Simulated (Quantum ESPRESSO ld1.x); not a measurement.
ld1.x (Quantum ESPRESSO 7.5) input

```
 &input
    atom='Pr',
    iswitch=1,
    rel=2,
    dft='SLA-VWN',
    config='[Kr] 4d10 4f1.5 5s2 5p5.5',
    rel_dist='energy',
    verbosity='high',
    lsmall=.true.,
    prefix='ld1',
    max_out_wfc=37,
    file_charge='ld1.rho',
 /
```

Output (excerpt):

```
     Program LD1 v.7.5 starts

     --------------------------- All-electron run ----------------------------

     dirac relativistic calculation

     atomic number is 59.00
     dft =SLA-VWN   lsd =0 sic =0 latt =0  beta=0.20 tr2=1.0E-14
     Exchange-correlation= SLA-VWN
                           (   1   2   0   0   0   0   0)
     mesh =2087 r(mesh) = 100.53064 a.u. xmin = -8.00 dx = 0.00800
     1 Ry =  13.60569312 eV, c = 137.03599908

     n l j   nl                  e(Ry)          e(Ha)          e(eV)
     Spin orbit split results
     1 0 0.5 1S 1( 2.00)   -3071.131850598   -1535.565925299 -41784.8774995
     2 0 0.5 2S 1( 2.00)    -496.921421231    -248.460710615  -6760.9603635
     2 1 0.5 2P 1( 2.00)    -470.014382580    -235.007191290  -6394.8714528
     2 1 1.5 2P 1( 4.00)    -434.619352715    -217.309676358  -5913.2975384
     3 0 0.5 3S 1( 2.00)    -110.043661872     -55.021830936  -1497.2202936
     3 1 0.5 3P 1( 2.00)     -98.580007115     -49.290003557  -1341.2493249
     3 1 1.5 3P 1( 4.00)     -91.572943255     -45.786471628  -1245.9133643
     4 0 0.5 4S 1( 2.00)     -24.674070560     -12.337035280   -335.7078321
     4 1 0.5 4P 1( 2.00)     -20.375485012     -10.187742506   -277.2225963
     4 1 1.5 4P 1( 4.00)     -18.840592415      -9.420296207   -256.3393187
     3 2 1.5 3D 1( 4.00)     -71.497524483     -35.748762242   -972.7733772
     3 2 2.5 3D 1( 6.00)     -69.986361049     -34.993180524   -952.2129512
     4 2 1.5 4D 1( 4.00)     -11.757811841      -5.878905920   -159.9731797
     4 2 2.5 4D 1( 6.00)     -11.485585743      -5.742792872   -156.2693550
     4 3 2.5 4F 1( 1.50)      -3.425988591      -1.712994295    -46.6129494
     4 3 3.5 4F 1( 0.00)      -3.394004434      -1.697002217    -46.1777828
     5 0 0.5 5S 1( 2.00)      -5.882054228      -2.941027114    -80.0294248
     5 1 0.5 5P 1( 2.00)      -4.634718876      -2.317359438    -63.0585627
     5 1 1.5 5P 1( 3.50)      -4.379021148      -2.189510574    -59.5796179
     Averaged results
     1 0     1S 1( 2.00)   -3071.131850598   -1535.565925299 -41784.8774995
     2 0     2S 1( 2.00)    -496.921421231    -248.460710615  -6760.9603635
     2 1     2P 1( 6.00)    -446.417696003    -223.208848002  -6073.8221765
     3 0     3S 1( 2.00)    -110.043661872     -55.021830936  -1497.2202936
     3 1     3P 1( 6.00)     -93.908631208     -46.954315604  -1277.6920178
     4 0     4S 1( 2.00)     -24.674070560     -12.337035280   -335.7078321
     4 1     4P 1( 6.00)     -19.352223281      -9.676111640   -263.3004112
     3 2     3D 1(10.00)     -70.590826422     -35.295413211   -960.4371216
     4 2     4D 1(10.00)     -11.594476182      -5.797238091   -157.7508849
     4 3     4F 1( 1.50)      -3.407711930      -1.703855965    -46.3642828
     5 0     5S 1( 2.00)      -5.882054228      -2.941027114    -80.0294248
     5 1     5P 1( 5.50)      -4.464253724      -2.232126862    -60.7392662

     final scf error:  2.5E-15 reached in  28 iterations

     Etot =  -18465.651655 Ry,   -9232.825827 Ha, -251237.989730 eV

     Ekin =   19859.744535 Ry,    9929.872267 Ha,  270205.589640 eV
     Encl =  -44883.683527 Ry,  -22441.841763 Ha, -610673.624296 eV
     Eh   =    6974.802801 Ry,    3487.401401 Ha,   94897.026507 eV
     Exc  =    -416.515464 Ry,    -208.257732 Ha,   -5666.981580 eV

     normalization and overlap integrals

     s(1S/1S) =  1.000000  <r> =   0.0241  <r2> =    0.0008  r(max) =   0.0154
     LC norm =  0.95226858 + SC norm =  0.04773142 =  1.00000000
     s(2S/2S) =  1.000000  <r> =   0.1027  <r2> =    0.0125  r(max) =   0.0874
     LC norm =  0.98960696 + SC norm =  0.01039304 =  1.00000000
     s(2P/2P) =  1.000000  <r> =   0.0861  <r2> =    0.0091  r(max) =   0.0666
     LC norm =  0.98955807 + SC norm =  0.01044193 =  1.00000000
     s(2P/2P) =  1.000000  <r> =   0.0924  <r2> =    0.0104  r(max) =   0.0721
     LC norm =  0.99020758 + SC norm =  0.00979242 =  1.00000000
     s(3S/3S) =  1.000000  <r> =   0.2724  <r2> =    0.0849  r(max) =   0.2492
     LC norm =  0.99680068 + SC norm =  0.00319932 =  1.00000000
     s(3P/3P) =  1.000000  <r> =   0.2620  <r2> =    0.0798  r(max) =   0.2356
     LC norm =  0.99685534 + SC norm =  0.00314466 =  1.00000000
     s(3P/3P) =  1.000000  <r> =   0.2743  <r2> =    0.0872  r(max) =   0.2472
     LC norm =  0.99703580 + SC norm =  0.00296420 =  1.00000000
     s(4S/4S) =  1.000000  <r> =   0.6208  <r2> =    0.4352  r(max) =   0.5772
     LC norm =  0.99899720 + SC norm =  0.00100280 =  1.00000000
     s(4P/4P) =  1.000000  <r> =   0.6377  <r2> =    0.4627  r(max) =   0.5865
     LC norm =  0.99906404 + SC norm =  0.00093596 =  1.00000000
     s(4P/4P) =  1.000000  <r> =   0.6654  <r2> =    0.5034  r(max) =   0.6105
     LC norm =  0.99912482 + SC norm =  0.00087518 =  1.00000000
     s(3D/3D) =  1.000000  <r> =   0.2454  <r2> =    0.0711  r(max) =   0.1992
     LC norm =  0.99715349 + SC norm =  0.00284651 =  1.00000000
     s(3D/3D) =  1.000000  <r> =   0.2493  <r2> =    0.0732  r(max) =   0.2024
     LC norm =  0.99720575 + SC norm =  0.00279425 =  1.00000000
     s(4D/4D) =  1.000000  <r> =   0.7144  <r2> =    0.5915  r(max) =   0.6303
     LC norm =  0.99927079 + SC norm =  0.00072921 =  1.00000000
     s(4D/4D) =  1.000000  <r> =   0.7240  <r2> =    0.6075  r(max) =   0.6354
     LC norm =  0.99928673 + SC norm =  0.00071327 =  1.00000000
     s(4F/4F) =  1.000000  <r> =   0.9501  <r2> =    1.1307  r(max) =   0.6666
     LC norm =  0.99959116 + SC norm =  0.00040884 =  1.00000000
     s(4F/4F) =  1.000000  <r> =   0.9574  <r2> =    1.1482  r(max) =   0.6666
     LC norm =  0.99959617 + SC norm =  0.00040383 =  1.00000000
     s(5S/5S) =  1.000000  <r> =   1.4359  <r2> =    2.3072  r(max) =   1.3158
     LC norm =  0.99975957 + SC norm =  0.00024043 =  1.00000000
     s(5P/5P) =  1.000000  <r> =   1.5756  <r2> =    2.7894  r(max) =   1.4254
     LC norm =  0.99979925 + SC norm =  0.00020075 =  1.00000000
     s(5P/5P) =  1.000000  <r> =   1.6427  <r2> =    3.0298  r(max) =   1.4836
     LC norm =  0.99981359 + SC norm =  0.00018641 =  1.00000000

     LC charge = 54.75427847 + SC charge =  0.24572153 = 55.00000000

     ------------------------ End of All-electron run ------------------------
```

Run on one thread of a shared host, so times are rough (Intel(R) Xeon(R) Processor @ 2.60GHz): 0.78 s of CPU time, 0.81 s wall, 28 iterations on 2087 mesh points.
